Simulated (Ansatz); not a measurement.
Program: Ansatz. Geometries: PBE0-D4/def2-TZVP. ΔE: electronic, gas phase. CBS: MP2 limit from def2 TZ/QZ plus the TZ coupled-cluster correction, frozen cores. This one scheme is used for every species. Functionals use def2-TZVPP. B3LYP here is the variant with VWN-RPA as its local correlation; programs differ in this. Triplets are unrestricted, without spin–orbit coupling. Each species was taken in one conformer, which may not be the lowest.

Consider the formal loss of a carbene: `B[Si](C)(O)F` → `[CH2]` (triplet) + `B[SiH](O)F`.

```
             level  ΔE (eV)  difference from CCSD(T)/CBS
           BLYP-D4     4.95                        -0.10
         r2SCAN-D4     4.84                        -0.21
            B97M-V     5.08                         0.03
           PBE0-D4     5.04                        -0.01
        r2SCANh-D4     4.83                        -0.22
          BHLYP-D4     4.87                        -0.18
               PBE     5.03                        -0.02
            revPBE     4.76                        -0.29
             B3LYP     4.86                        -0.19
RPA@PBE/def2-TZVPP     4.81                        -0.24
  CCSD(T)/def2-SVP     4.77                        -0.28
    MP2/def2-TZVPP     5.07                         0.02
SCS-MP2/def2-QZVPP     5.13                         0.08
      HF/CBS(def2)     3.49                        -1.56
     MP2/CBS(def2)     5.20                         0.15
    CCSD/CBS(def2)     4.94                        -0.11
       CCSD(T)/CBS     5.05                            0
```

**Question.** What do rigid-rotor, harmonic-oscillator terms from PBE0-D4/def2-TZVP frequencies (298.15 K, 1 bar) make of the CCSD(T)/CBS value? (Estimate.)

**Answer.** Computed: ΔZPE = -0.29 eV, ΔH = +4.81 eV, ΔS = 151 J/(mol·K), ΔG = +4.35 eV. Open shells count their whole term as degenerate.

Largest T1 diagnostic among the species: 0.012.

Leaving LDA and LC-ωPBE aside and taking each functional with its dispersion term where it has one, the values, not all of them listed here, spread over 0.34 eV, from r2SCAN0-D4 to ωB97X-V. LDA lies +0.76 eV from PBE without D4. From r2SCAN to r2SCAN0 (25 % exact exchange), in def2-TZVPP and without D4, ΔE moves by −0.03 eV. In def2-TZVPP, CCSD(T) changes the Hartree–Fock value by +1.43 eV (the triples alone add +0.11 eV) and MP2 by +1.57 eV.

CCSD(T)/CBS has its own doubt, a few kJ/mol and more with outer-core shells, so smaller differences from it don't rank the levels.
